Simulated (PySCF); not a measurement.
Compound: C₇H₉O (doublet state).
Geometry (GFN2-xTB, Å), atoms numbered from 1 in this order:
```
atom  x, y, z in Å
O1     2.5122   -0.1423   -1.2137
C2     1.4753    0.6534   -1.1759
C3     0.2933    0.1393   -0.3276
C4    -0.2098   -1.3045   -0.4242
C5    -0.6092   -1.1329    1.0300
C6    -1.1036    0.2992    1.1808
C7    -0.9941    0.9579   -0.1824
C8     0.3618   -0.0128    1.2283
H9     1.0082    0.6954   -2.1905
H10    1.7141    1.7019   -0.8881
H11    0.6072   -2.0122   -0.5401
H12   -0.9943   -1.5068   -1.1539
H13   -0.8722   -1.9158    1.7203
H14   -1.7368    0.6183    1.9914
H15   -0.8122    2.0277   -0.0968
H16   -1.7839    0.7705   -0.9102
H17    1.1370    0.1757    1.9426
```

The species is `[O]C[C@]12C[C@@H]3[C@H](C1)[C@@H]32` [radical].

Theory: UKS B3LYP, pcH-1 on C H O, non-relativistic, mean-field spin-orbit, GIAO in PySCF 2.14.0. The structure is a single GFN2-xTB conformer in the gas phase; no vibrational or solvent corrections. Couplings are sensitive to structure, and on GFN2-xTB geometries they can be far from those on DFT ones.

Output of the driver script. The program numbers atoms from 0.

```
UKS, coarse grid
  cycle   1  E = -346.99379232  |g| = 6.57e-01
  cycle   2  E = -344.04434213  |g| = 2.09e+00
  cycle   3  E = -347.18627591  |g| = 2.18e-01
  cycle   4  E = -347.19946385  |g| = 2.30e-01
  cycle   5  E = -347.22247424  |g| = 9.30e-02
  cycle   6  E = -347.22590769  |g| = 4.97e-02
  cycle   7  E = -347.22712038  |g| = 1.61e-02
  cycle   8  E = -347.22724682  |g| = 3.51e-03
  cycle   9  E = -347.22726122  |g| = 1.65e-03
  cycle  10  E = -347.22727001  |g| = 1.46e-03
  cycle  11  E = -347.22728303  |g| = 1.23e-03
  cycle  12  E = -347.22730826  |g| = 1.04e-03
  cycle  13  E = -347.22735225  |g| = 7.99e-04
  cycle  14  E = -347.22736756  |g| = 5.52e-04
  cycle  15  E = -347.22736925  |g| = 3.47e-04
UKS, final grid
  cycle   1  E = -347.22732568  |g| = 3.02e-04
  cycle   2  E = -347.22732615  |g| = 3.29e-04
  cycle   3  E = -347.22732636  |g| = 2.32e-04
  cycle   4  E = -347.22732736  |g| = 2.10e-04
  cycle   5  E = -347.22732893  |g| = 1.47e-04
  cycle   6  E = -347.22732991  |g| = 1.01e-04
  cycle   7  E = -347.22733006  |g| = 3.70e-05
  cycle   8  E = -347.22733007  |g| = 2.46e-05
E = -347.22733007 Eh   <S^2> = 0.7541 (exact 0.7500)
g shifts (ppm)      1          2          3
  rmc          -275       -275       -275
  gc             -8         23         49
  oz_so          99       5946      51402
  total        -183       5694      51176
hyperfine (MHz)  atom isotope    a_iso     a_fc   dipolar eigenvalues
    0   17O     -48.36     -48.36   -249.74    124.21    125.53
    1   13C     -42.08     -42.08     -7.55      2.02      5.53
    2   13C      33.84      33.84     -7.15     -6.35     13.51
    3   13C      -1.00      -1.00     -0.72     -0.33      1.04
    4   13C       2.39       2.39     -0.61     -0.54      1.15
    5   13C       0.25       0.25     -0.64     -0.14      0.79
    6   13C      -1.49      -1.49     -1.21     -0.94      2.15
    7   13C       0.99       0.99     -1.93     -1.54      3.47
    8    1H     338.65     338.65     -8.22     -3.93     12.15
    9    1H      30.55      30.55     -6.64     -4.16     10.80
   10    1H       1.89       1.89     -2.98     -2.89      5.87
   11    1H       0.02       0.02     -1.47     -1.39      2.86
   12    1H       1.96       1.96     -0.89     -0.59      1.49
   13    1H       3.67       3.67     -0.73     -0.55      1.28
   14    1H       1.71       1.71     -1.54     -1.39      2.94
   15    1H       0.07       0.07     -1.62     -0.67      2.29
   16    1H      -1.03      -1.03     -2.41     -1.16      3.58
```

Task: The run flagged its g tensor. What set off the flag, and which results does it touch?

Result: The largest g shift is +0.051, past the limit of 0.03 at which the run flags a species of elements up to argon. The orbital-Zeeman/spin–orbit term is second order, a sum of spin–orbit matrix elements over excitation energies, so it grows and becomes less reliable as an excited state comes close; a shift of this size calls for a check with another method. The contact and dipolar couplings don't rest on that expansion, but they belong to the state that the SCF found, and a close-lying state with the spin in another orbital would have other couplings; no stability test was run.

Task: Where is the spin in this solution (atoms counted from 1)?

Result: Largest spin populations (Mulliken): O1 (+0.83), H9 (+0.15) and C2 (-0.07). The unrestricted determinant has ⟨S²⟩ = 0.7541 (exact 0.7500), so spin contamination is small. 

Task: Average a_iso over equivalent nuclei, turn it into first-order splittings with g = 2.0023, and give the multiplets for abundant isotopes (0.05 mT or more).

Result: 
```json
{"nuclei (from 1)": "H9/H10", "isotope": "1H", "I": "1/2", "position": "2 bonds from O1", "a_iso (MHz)": "184.6", "|a| (mT)": "6.59", "splits into": "1:2:1 triplet"}
{"nuclei (from 1)": "H13/H14", "isotope": "1H", "I": "1/2", "position": "5 bonds from O1", "a_iso (MHz)": "2.8", "|a| (mT)": "0.10", "splits into": "1:2:1 triplet"}
{"nuclei (from 1)": "H11/H15", "isotope": "1H", "I": "1/2", "position": "4 bonds from O1", "a_iso (MHz)": "1.8", "|a| (mT)": "0.06", "splits into": "1:2:1 triplet"}
```

Means are taken over nuclei equivalent by connectivity, which assumes that they swap fast. The 1H value of +184.6 MHz is a mean of couplings from 30.5 to 338.6 MHz in this one geometry, not an average over conformers.

Time: 1.7 min of wall time (grids of density and orbitals included); peak memory 0.97 GiB. Hardware: Arm Neoverse V2, one thread, no GPU, on a shared host.
